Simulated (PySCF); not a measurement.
# Reading the logs of faulty runs: BFH2NSi cation

All numbers below are calculated, not measured. They come from PySCF 2.14.0, an open-source quantum chemistry program, on an isolated molecule that a program drew, which may never have been made. The molecule is BFH2NSi cation (charge +1, singlet), drawn as the SMILES string `FB=N[SiH2+]`.

Each row is a Hartree-Fock (HF) and frozen-core CCSD(T) single point in the cc-pV(D+d)Z basis, meant for a local HF minimum. Run 1 is clean. Each other run has one planted mistake out of seven kinds, and not every kind appears here: one electron removed, one electron added, multiplicity raised by two, geometry at a saddle point, minimal basis STO-3G, one bond length entered in bohr, all coordinates scaled. The reference is restricted for singlets and unrestricted otherwise, and also for a bond in bohr. Adding or removing an electron swaps singlet and doublet. Electrons count all cores. HOMO and LUMO are orbital energies over both spins, the gradient is its largest component, and the lowest frequency (negative if imaginary) is given only where the gradient is small. Bond lengths are over the 5 bonds as drawn. T1 is the CCSD diagnostic: over 0.02 (restricted) or 0.045 (unrestricted) a single reference is doubtful.

Geometry of the clean run:
```xyz
6
BFH2NSi cation, angstrom
F     0.6698   -1.4532    1.4221
B     1.0787   -0.9555    0.3470
N     1.4937   -0.4496   -0.7453
Si    2.0189    0.1860   -2.1226
H     1.9521   -0.5858   -3.3568
H     2.5643    1.5371   -2.1436
```

```
run,electrons,basis functions,<S^2>,HOMO (eV),LUMO (eV),gradient (hartree/bohr),lowest frequency (cm^-1),mean bond (Å),longest bond (Å),T1,HF (hartree),CCSD(T) (hartree),mistake
1,36,75,0.000,-17.93,-4.89,3.8e-05,103,1.4092,1.605,0.0159,-468.49517,-469.01991,no fault
2,36,75,0.924,-18.01,-5.33,1.4e-02,-,1.6323,2.368,0.0388,-468.31070,-468.79648,one bond length entered in bohr
3,36,75,2.017,-12.33,-8.26,1.2e-01,-,1.4092,1.605,0.0439,-468.33504,-468.84471,?
4,37,75,0.772,-6.23,2.66,9.1e-02,-,1.4092,1.605,0.0158,-468.69900,-469.24177,?
```

**Which mistake was planted in run 3, and what did it cost?**

Electrons, basis and geometry are unchanged, and <S^2> is 2.017, beside S(S+1) = 2.00 for a multiplicity of 3. So the mistake is: multiplicity raised by two. Subtracting run 1 and multiplying by 627.51 kcal/mol a hartree, the energy moved by 100.5 kcal/mol in HF and 109.9 kcal/mol in CCSD(T).

**Which mistake was planted in run 4, and what did it cost?**

It counts 37 electrons, one more than the clean run, at the same geometry and basis. So the mistake is: one electron added. Subtracting run 1 and multiplying by 627.51 kcal/mol a hartree, the energy moved by -127.9 kcal/mol in HF and -139.2 kcal/mol in CCSD(T).

